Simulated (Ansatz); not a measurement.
Basis-set series for Br₃In (`[Br][In]([Br])[Br]`). Total charge 0; spin multiplicity 1. In takes the def2 core potential. All single points use the PBE0-D4/def2-TZVP geometry.

```
atom   x (Å)   y (Å)   z (Å)
 Br1  -0.449   1.535   1.839
 In2   0.000   0.000   0.000
 Br3   0.370   0.867  -2.248
 Br4   0.079  -2.402   0.408
```

| functional | basis | functions | energy (Eh) | HOMO (eV) | LUMO (eV) |
| --- | --- | --- | --- | --- | --- |
| PBE0-D4 | def2-TZVPP | 194 | -7911.88887 | -8.75 | -2.98 |
| PBE0-D4 | def2-QZVPP | 349 | -7912.04801 | -8.75 | -2.99 |
| ωB97M-V | def2-TZVPP | 194 | -7912.29609 | -10.96 | -1.09 |
| ωB97M-V | def2-QZVPP | 349 | -7912.44944 | -10.98 | -1.14 |

Question: Give the rows for def2-SVP. (An estimate is asked.)

Answer: Ansatz gave: 
| functional | basis | functions | energy (Eh) | HOMO (eV) | LUMO (eV) |
| --- | --- | --- | --- | --- | --- |
| PBE0-D4 | def2-SVP | 122 | -7910.94163 | -8.63 | -2.89 |
| ωB97M-V | def2-SVP | 122 | -7911.35440 | -10.81 | -0.93 |

Scalar relativity is left out up to krypton.
